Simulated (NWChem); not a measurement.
Species: SiH$_{3}$S$_{3}$Cl; SMILES S[Si](S)(S)Cl

```xyz
8

S     -0.5212    -1.8357     1.1387
Si     0.0114     0.0192     0.2438
S     -1.3424     1.5161     0.9154
S      1.9757     0.5422     0.8708
Cl    -0.0618    -0.1365    -1.8220
H     -1.6466    -1.9871     0.4026
H     -0.9035     2.4527     0.0428
H      2.5794    -0.4192     0.1342
```
Atoms are numbered in this order, from 1.

Program: NWChem. Pople sets run with spherical d functions. The geometry was optimised at PBE0/def2-SVP. Level: PBE/6-31G* with SMD (1 M gas to 1 M solution), gas-phase geometry. Reactions with the solvent are ignored.

Q: Among these, which solvent gives the highest value of “cavity-dispersion-structure term (kcal/mol)”?
A. water
B. chloroform
C. 1,4-dioxane
D. N,N-dimethylformamide

A: A, water. Values: chloroform -4.4; 1,4-dioxane -3.1; N,N-dimethylformamide -3.0; water 1.3
